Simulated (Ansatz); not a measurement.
`[CH3][Ga]([F])[F]` + `N=C[SiH2][SeH]` → `[CH3][Ga]([F])[SeH]` + `N=C[SiH2]F`  (redistribution)

Program: Ansatz. Geometries: PBE0-D4/def2-TZVP. ΔE: electronic, gas phase. CBS: MP2 limit from def2 TZ/QZ plus the TZ coupled-cluster correction, frozen cores. DFT in def2-TZVPP. For Ga, Se outer-core shells are correlated without core-valence functions, which leaves a few kJ/mol of doubt a bond. Scalar relativity is left out up to krypton. One conformer a species, not always the lowest.

```csv
level,ΔE (eV)
PBE0-D4,-0.84
SCS-MP2/def2-QZVPP,-0.86
```

(1) What does CCSD(T)/CBS give? (Best estimate.)

Largest T1 diagnostic among the species: 0.014.

Results:

(1) The calculation gave: -0.89 eV. The listed levels differ from it by 0.05, 0.03 eV.

In def2-TZVPP, CCSD(T) changes the Hartree–Fock value by +0.08 eV (the triples alone add +0.01 eV) and MP2 by +0.10 eV. From PBE to PBE0 (25 % exact exchange), in def2-TZVPP and without D4, ΔE moves by −0.04 eV.
